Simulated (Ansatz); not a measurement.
Reaction (redistribution): `CC[O][Ga]([F])[Cl]` + `C#CBO` → `C#[C][Ga]([F])[Cl]` + `CCOBO`

Computed with Ansatz on PBE0-D4/def2-TZVP structures; ΔE is electronic, products minus reactants. CCSD(T)/CBS is the MP2 limit (def2-TZVPP, def2-QZVPP) plus CCSD(T) − MP2 in def2-TZVPP, frozen cores. Functionals use def2-TZVPP. B3LYP here is the variant with VWN-RPA as its local correlation; programs differ in this. For Ga outer-core shells are correlated without core-valence functions, which leaves a few kJ/mol of doubt a bond. Scalar relativity is left out up to krypton. Each species was taken in one conformer, which may not be the lowest.

```csv
level,ΔE (kcal/mol),difference from CCSD(T)/CBS
PBE-D4,-15.8,2.1
r2SCAN-D4,-16.6,1.3
PBE0-D4,-17.6,0.3
B3LYP-D4,-16.8,1.1
ωB97X-V,-17.9,0.0
ωB97M-V,-18.6,-0.7
B2PLYP,-17.6,0.3
PBE,-16.3,1.6
r2SCAN,-16.7,1.2
PBE0,-18.0,-0.1
B3LYP,-17.6,0.3
HF/def2-TZVPP,-20.4,-2.5
MP2/def2-TZVPP,-17.9,0.0
SCS-MP2/def2-TZVPP,-17.9,0.0
CCSD/def2-TZVPP,-18.6,-0.7
CCSD(T)/def2-TZVPP,-18.2,-0.3
HF/def2-QZVPP,-20.2,-2.3
MP2/def2-QZVPP,-17.7,0.2
SCS-MP2/def2-QZVPP,-17.7,0.2
HF/CBS(def2),-20.2,-2.3
MP2/CBS(def2),-17.7,0.2
CCSD/CBS(def2),-18.4,-0.5
CCSD(T)/CBS,-17.9,0
```

Largest T1 diagnostic among the species: 0.015.

From PBE to PBE0 (25 % exact exchange), in def2-TZVPP and without D4, ΔE moves by −1.7 kcal/mol. In def2-TZVPP, CCSD(T) changes the Hartree–Fock value by +2.3 kcal/mol (the triples alone add +0.5 kcal/mol) and MP2 by +2.5 kcal/mol. The D4 term adds +0.8 kcal/mol with B3LYP and +0.4 kcal/mol with PBE0; it sums over pairs of atoms, weighted by their polarisabilities, and B3LYP, whose exchange is more repulsive, gets the larger term.
